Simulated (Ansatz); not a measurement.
```yaml
crystal:
  periodic: [false, false, false]
  atoms:
    - {symbol: O, position_ang: [-0.415955, 2.078344, 1.644796]}
    - {symbol: Ga, position_ang: [-0.465955, 2.078344, 1.644796]}
    - {symbol: Si, position_ang: [1.057315, -0.517322, -0.884700]}
    - {symbol: O, position_ang: [-0.109879, -1.315884, -0.110243]}
    - {symbol: F, position_ang: [0.583658, 0.039379, -2.306527]}
    - {symbol: H, position_ang: [-2.427829, 0.551832, 1.283716]}
    - {symbol: H, position_ang: [1.461950, 0.698881, -0.113315]}
    - {symbol: H, position_ang: [2.193099, -1.427885, -1.128489]}
    - {symbol: H, position_ang: [-0.732049, -0.742765, 0.391936]}
basis:
  gaussian: {orbitals: aug-cc-pVTZ, point_charges: [{charge: -1.00, position_ang: [5.989, 0.045, 0.053]}]}
hamiltonian: {xc: {name: wPBEh}}
accuracy: high
scf: {lower_state_search: off}
output: {forces: true}
```

```sh
$ ansatz run in.yaml --threads 4 --pin off --events-out ev --progress --plain --max-ram 10444MiB
```

It prints (some lines left out):

```
Functional definition: wPBEh
4996 factors; integrals over basis functions are off by at most 4.4e-9 eV
195 factors; integrals over basis functions are off by at most 1.6e-9 eV
mean field evaluation 1: about -18747.7823 eV, gradient 3.5e2 eV
mean field evaluation 2: about -17830.7183 eV, gradient 4.1e2 eV
mean field evaluation 4: about -18795.7932 eV, gradient 7.0e1 eV
mean field evaluation 8: about -18805.9270 eV, gradient 1.1e1 eV
mean field evaluation 16: about -18809.3558 eV, gradient 2.0e-1 eV
mean field evaluation 32: about -18809.3562 eV, gradient 1.6e-6 eV
mean field -18809.35618611 eV, -691.2310904000 hartree, gradient 9.4e-8 eV, S^2 0.000000; 0 other end points of the search recorded, 0 dependent functions left out
reference -18809.35619260 eV, -691.2310906385 hartree; 37, 37 occupied and 302, 302 virtual orbitals, 4996 factors
Total energy: -18809.35619260 eV, -691.2310906385 hartree
Atom 0 at    -0.415955     2.078344     1.644796 Å, force 1294045.866326    43.379273    48.895258 eV/Å
Atom 1 at    -0.465955     2.078344     1.644796 Å, force -1294040.458994   -56.002895   -60.487250 eV/Å
Atom 2 at     1.057315    -0.517322    -0.884700 Å, force     3.028495     3.840405     5.989589 eV/Å
Atom 3 at    -0.109879    -1.315884    -0.110243 Å, force    -3.921934     0.746159     0.167943 eV/Å
Atom 4 at     0.583658     0.039379    -2.306527 Å, force    -1.465837     0.343503     0.418726 eV/Å
Atom 5 at    -2.427829     0.551832     1.283716 Å, force    -0.592914     0.358376     0.161482 eV/Å
Atom 6 at     1.461950     0.698881    -0.113315 Å, force    -6.022628    -1.158136     4.082448 eV/Å
Atom 7 at     2.193099    -1.427885    -1.128489 Å, force    -0.532314     1.408047    -2.530695 eV/Å
Atom 8 at    -0.732049    -0.742765     0.391936 Å, force     4.231674     7.043405     3.274522 eV/Å
Dipole moment:     1.429920     0.893075     0.474440 e Å
Checks for a lower state left out: stability, starts, cluster_reference, orbital_swaps, neighbouring_geometries, increment
```

Question: What is wrong with this run?

Answer: One atom was put on top of another. The run converged. The result belongs to that input, not to the molecule as meant.
